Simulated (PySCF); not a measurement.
A species of formula C7H9N has this rotational fingerprint, computed with PySCF 2.14.0, PBE0-D3(BJ)/def2-SVP geometry optimisation, gas phase:

| Quantity | Value |
| --- | --- |
| Rotational constants | A = 4746, B = 1535, C = 1246 MHz |
| Dipole components | \|μa\| = 0.91 D, \|μb\| = 1.44 D, \|μc\| = 0.26 D |
| Inertial defect | -30.29 u·Å² |
| κ | -0.84 |

Task: Which candidate fits, each taken in the one conformer that was computed?
A. `CC(C)=C1C[C@@H]1C#N`
B. `CC1=CC=C(N)C=C1` (p-toluidine)
C. `[CH3:1][CH2:2][c:3]1[cH:4][cH:5][cH:6][cH:7][n:8]1` with C1–C2–C3–C4 -119°

Result: C. It is CCc1ccccn1, an asymmetric top, point group C1. The candidates at the same level (rigid rotor, commonest isotopes):

```csv
SMILES,A (MHz),B (MHz),C (MHz),μa (D),μb (D),μc (D),Δ (u·Å²),point group,rotor
CCc1ccccn1,4746,1535,1246,0.91,1.44,0.26,-30.29,C1,asymmetric top
Cc1ccc(N)cc1,5478,1453,1158,1.30,0.00,0.98,-3.56,Cs,asymmetric top
CC(C)=C1C[C@@H]1C#N,3567,1303,1067,3.80,1.75,1.48,-55.97,C1,asymmetric top
```

`Cc1ccc(N)cc1` has A 15 % too high; `CC(C)=C1C[C@@H]1C#N` has A 25 % too low. No structure here is proved a minimum.
